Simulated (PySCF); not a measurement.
## Orbital picture of NaIn⁺

BLYP at R = 3.575 Å; PySCF, scalar-relativistic core potentials, basis sets Na def2-SVPD, In def2-SVPD with ECP28. State: ²Σ⁺ (doublet), unpaired electrons σ ↑. Only the outer orbitals are listed, counted within each symmetry, core potentials removing the inner ones.

```tsv
spin	orbital	occ.	ε (eV)	on Na (%)	main shells (%)
α	1δ	1	-23.29	0	100 In d
α	1δ	1	-23.29	0	100 In d
α	3π	1	-23.16	0	100 In d
α	3π	1	-23.16	0	100 In d
α	6σ	1	-23.12	0	100 In d
α	7σ	1	-13.02	3	97 In s
α	8σ	1	-7.81	42	56 In p, 36 Na s
α	4π	0	-6.83	3	96 In p
α	4π	0	-6.83	3	96 In p
α	9σ	0	-5.81	72	65 Na s, 28 In p
β	1δ	1	-23.28	0	100 In d
β	1δ	1	-23.28	0	100 In d
β	3π	1	-23.10	0	100 In d
β	3π	1	-23.10	0	100 In d
β	6σ	1	-23.04	0	100 In d
β	7σ	1	-12.73	2	98 In s
β	8σ	0	-7.14	45	52 In p, 43 Na s
β	4π	0	-6.70	2	98 In p
β	4π	0	-6.70	2	98 In p
```

**Question.** Which are the highest filled and the lowest empty level, where do they sit, and how wide is the gap?

**Answer.** Highest filled α 8σ at -7.81 eV (in %: 56 In p, 36 Na s); lowest empty β 8σ at -7.14 eV (in %: 52 In p, 43 Na s); the gap at BLYP is 0.67 eV.

| Quantity | Value |
| --- | --- |
| bond order (Mayer) | 0.53 |
| ⟨S²⟩ | 0.751 |
| charge on Na (Mulliken, basis-dependent) | 0.53 |
| charge on Na (Löwdin, basis-dependent) | 0.50 |
| dipole moment (positive dipole points towards In; it is taken about the centre of mass and depends on that origin) | -7.51 D |

Spin–orbit coupling is left out. The state is the lowest determinant that a PBE0 search found; another state may lie lower at other levels.
